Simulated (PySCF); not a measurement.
**Electronic structure of Mn⁺ (manganese, charge +1) at the UHF level**

Configuration: [Ar] 3d5 4s1, high-spin 7S determinant. All numbers are calculated (PySCF 2.14, the spin-free X2C one-electron Hamiltonian (Gaussian nucleus), in x2c-TZVPall (6s5p4d1f, 48 functions)).

| Quantity | Value |
| --- | --- |
| Total energy | -1157.152926 hartree |
| One-electron energy | -1587.8005 hartree |
| Hartree (Coulomb) energy | 482.0277 hartree |
| Exchange energy | -51.3801 hartree |
| ⟨S²⟩ | 12.0003 |
| ⟨L²⟩ | 0.000 |
| Sum of ⟨r⟩ | 17.86 bohr |
| Sum of ⟨r²⟩ | 25.79 bohr² |
| Langevin diamagnetic susceptibility | -20.4 ×10⁻⁶ cm³/mol |
| Time after the integrals | 0.26 s of wall time on 1 thread of Neoverse-N1 (shared host) |

```csv
shell,electrons,mean orbital energy (eV),"rms radius, mean of both spins (bohr)"
1s α,1,-6606.6,0.0703
1s β,1,-6606.5,0.0703
2s α,1,-813.32,0.302
2s β,1,-809.66,0.302
2p α,3,-686.91,0.273
2p β,3,-683.33,0.273
3s α,1,-119.29,0.915
3s β,1,-107.84,0.915
3p α,3,-82.570,0.987
3p β,3,-68.952,0.987
3d α,5,-25.144,1.28
4s α,1,-14.976,3.07
```

Densities and radii are taken from the X2C orbitals without a picture-change correction, which distorts them close to the nucleus.
